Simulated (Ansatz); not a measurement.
Reaction (isomerisation): `C[SiH2][CH2][AlH][F]` → `CC[SiH](F)[AlH2]`

Gas-phase electronic energies from Ansatz, PBE0-D4/def2-TZVP geometries. CCSD(T)/CBS is the MP2 limit (def2-TZVPP, def2-QZVPP) plus CCSD(T) − MP2 in def2-TZVPP, frozen cores. Functionals use def2-TZVPP. B3LYP here is the variant with VWN-RPA as its local correlation; programs differ in this. Each species was taken in one conformer, which may not be the lowest.

| level | ΔE (kcal/mol) | difference from CCSD(T)/CBS |
| --- | --- | --- |
| B3LYP-D4 | 31.7 | -1.3 |
| PBE | 29.8 | -3.2 |
| PBE0 | 30.4 | -2.6 |
| MP2/def2-TZVPP | 35.7 | 2.7 |
| SCS-MP2/def2-TZVPP | 33.8 | 0.8 |
| CCSD/def2-TZVPP | 32.3 | -0.7 |
| CCSD(T)/def2-TZVPP | 32.7 | -0.3 |
| HF/def2-QZVPP | 30.0 | -3.0 |
| HF/CBS(def2) | 30.1 | -2.9 |
| MP2/CBS(def2) | 36.1 | 3.1 |
| CCSD(T)/CBS | 33.0 | 0 |

Largest T1 diagnostic among the species: 0.011.

In def2-TZVPP, CCSD(T) changes the Hartree–Fock value by +2.9 kcal/mol (the triples alone add +0.4 kcal/mol) and MP2 by +5.9 kcal/mol.

CCSD(T)/CBS has its own doubt, a few kJ/mol and more with outer-core shells, so smaller differences from it don't rank the levels.
